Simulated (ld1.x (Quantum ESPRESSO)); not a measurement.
LDA (PZ) PAW dataset for boron (B), scalar-relativistic all-electron reference.

B, PAW, made with ld1.x (Quantum ESPRESSO) 7.5 (LDA (PZ), scalar-relativistic). Core [He], reference 2s1.5 2p1.5. Waves: 2s (bound): rcut 1.55, rcutus 1.85 bohr; 2s channel at 2.35 Ry: rcut 1.55, rcutus 1.85 bohr; 2p (bound): rcut 1.90, rcutus 2.50 bohr; 2p channel at 0.65 Ry: rcut 1.90, rcutus 2.50 bohr; 3d channel at -0.05 Ry: rcut 2.10, rcutus 2.80 bohr. Local part: all-electron potential smoothed inside 1.75 bohr (lloc = -2). Core correction: Bessel-smoothed model core inside 1.30 bohr. Augmentation charge: BESSEL, radius 1.15 bohr.

All-electron outer shells of the reference configuration (LDA (PZ), scalar-relativistic, ld1.x):

```tsv
shell	level (eV)	outermost node (bohr)	outermost maximum (bohr)
1s	-179.19	–	0.21
2s	-9.63	0.46	1.52
2p	-3.95	–	1.55
```

(1) Estimate the cutoffs (Ry, on a coarse ladder) from which the occupation-weighted sum of valence levels, in a spherical-Bessel basis at the reference potential, stays within 10 and 1 mRy of its value at 400 Ry.

(2) What does a ghost test show?

(3) Is the overlap operator S = 1 + Σ q|β⟩⟨β| positive definite (Bessel basis up to 400 Ry)?

(4) Which valence shell sets the plane-wave cutoff?

Results:

(1) 8 Ry and 12 Ry.

(2) No extra level below or beside the all-electron valence levels (s, p, d, f tested).

(3) Yes: its lowest eigenvalue is 0.59 (s channel).

(4) 2p: its level needs 12 Ry to come within 1 mRy, against 8 Ry for 2s.

Its largest configuration-test error is +0.1 meV (2s2 2p1). Test run stopped at test 2 of 9 (negative rho).
